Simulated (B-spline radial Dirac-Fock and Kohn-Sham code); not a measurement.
# Tb⁴⁺ 3d5/2: cross section and angular parameters

System: the Tb⁴⁺ ion, [Xe] 4f7; threshold 1304.8 eV (orbital energy of the model). Method: Dirac-Hartree-Slater photoionisation with a Latter tail; cross sections with all multipoles, angular parameters from the dipole term and its interference with E2. Computed with a radial B-spline solver.

Input of the calculation (task.json; shells as n, l, electrons):

```json
{"items": [{
  "Z": 65,
  "q": 4,
  "cfg": [[1, 0, 2], [2, 0, 2], [2, 1, 6], [3, 0, 2], [3, 1, 6], [3, 2, 10], [4, 0, 2], [4, 1, 6], [4, 2, 10], [4, 3, 7], [5, 0, 2], [5, 1, 6]],
  "A": 159,
  "rrms": 5.06,
  "do": "xps",
  "hv": [55.9, 60, 62.0, 63.6, 73.8, 80, 100, 113.0, 116.0, 150, 200, 400.0, 508.0, 528.0, 600, 1240.0, 1920.0, 2410.0, 2970.0, 2984.4, 3190.0, 3560.0, 5370.0, 5380.0, 5550.0, 5990.0, 6000, 9820.0, 12800.0]
}]}
```

Run with: `python xray2_run.py task.json out`

For linearly polarised light dσ/dΩ = σ/(4π) [1 + β P₂(cos θ) + (δ + γ cos²θ) sin θ cos φ], with θ from the polarisation vector and φ the angle between the beam and the projection of the electron momentum on the plane normal to the polarisation.

| hν (eV) | σ (kb) | β | γ | δ |
| --- | --- | --- | --- | --- |
| 1920 | 351 | 1.014 | -0.122 | 0.020 |
| 2410 | 188 | 1.165 | 0.040 | 0.045 |
| 2970 | 102 | 1.218 | 0.241 | 0.064 |
| 2984.4 | 101 | 1.218 | 0.245 | 0.065 |
| 3190 | 82.6 | 1.224 | 0.315 | 0.071 |
| 3560 | ? | ? | ? | ? |
| 5370 | 16.0 | 1.156 | 0.893 | 0.128 |
| 5380 | 15.9 | 1.155 | 0.895 | 0.128 |
| 5550 | 14.3 | 1.147 | 0.929 | 0.132 |
| 5990 | 11.1 | 1.125 | 1.013 | 0.144 |
| 6000 | 11.1 | 1.124 | 1.014 | 0.144 |
| 9820 | 2.01 | 0.947 | 1.531 | 0.241 |
| 12800 | 0.765 | 0.841 | 1.779 | 0.315 |

Q: Give the values at 3560 eV.

A: σ = 59.2 kb, β = 1.224, γ = 0.433, δ = 0.081.
